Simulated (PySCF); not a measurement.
W(NH)(S)(Cl)(OH) (ClH₂NOSW), SMILES [NH]=[W]([OH])(=[S])[Cl], multiplicity 1.

The structure is a stationary point at B3LYP-D3(BJ)/def2-SVP. The spin state was assumed, not searched. The structure was generated by enumeration; whether it is a known compound was not checked. The def2 effective core potentials stand for the cores of W; spin–orbit coupling is left out. One conformer was computed; it need not be the lowest.

Two levels are set side by side: TDDFT-PBE/def2-SVPD (PySCF) and TDDFT-M06-2X/def2-SVPD (PySCF). Vertical, same geometry. The lowest singlet is HOMO→LUMO 88 % with PBE and HOMO→LUMO 54 %, HOMO→LUMO+1 32 %, HOMO−1→LUMO 11 % with the other functional; states are paired by order. Differences are taken from unrounded values.

| quantity | TDDFT-PBE |
|---|---|
| lowest singlet excitation (eV) | 3.38 |
| lowest triplet excitation (TDA) (eV) | 2.95 |

**Question.** These are the TDDFT-PBE values. What does TDDFT-M06-2X give? (Estimate from the structure and the level; the computed values follow.)

**Answer.** 
```
quantity                              TDDFT-M06-2X  TDDFT-PBE minus TDDFT-M06-2X
------------------------------------  ------------  ----------------------------
lowest singlet excitation (eV)                3.38                         -0.01
lowest triplet excitation (TDA) (eV)          3.07                         -0.12
```

Rough cost on one machine, each run with all the roots and properties that it gave: TDDFT-M06-2X against TDDFT-PBE about 20 times.
